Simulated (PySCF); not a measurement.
SiOCl2, SMILES [Si](Cl)(=O)Cl. Atoms are numbered in the order given.

```xyz
4

Si     0.0000     0.0000    -0.5091
O      0.0000     0.0000    -2.0508
Cl     0.0000    -1.6522     0.6922
Cl     0.0000     1.6522     0.6922
```
Charge 0, spin multiplicity 1.

Geometry optimised at PBE-D3(BJ)/def2-SVP.

Computed with PBE/pcSseg-2 (PySCF).

GIAO shieldings, no solvent; atoms alike by connectivity are averaged. δ = σ(ref) − σ: ²⁹Si against TMS (σ = 324.1 ppm); ¹⁷O against H2O (σ = 327.5 ppm); ³⁵Cl against HCl (σ = 936.5 ppm), references at their B3LYP-D3(BJ)/def2-TZVP geometries, non-relativistic (without spin–orbit terms, shifts of atoms bonded to Cl or Br come out too high).

```json
[
 {"atoms": "Si1", "nucleus": "²⁹Si", "count": "1", "δ (ppm)": "[?]"},
 {"atoms": "O2", "nucleus": "¹⁷O", "count": "1", "δ (ppm)": "380.0"},
 {"atoms": "Cl3, Cl4", "nucleus": "³⁵Cl", "count": "2", "δ (ppm)": "241.0"}
]
```

Q: Complete the blanks. (The exact figures need the calculation; the answer reports its results.)

A: 
- Si1, δ (ppm): -5.2
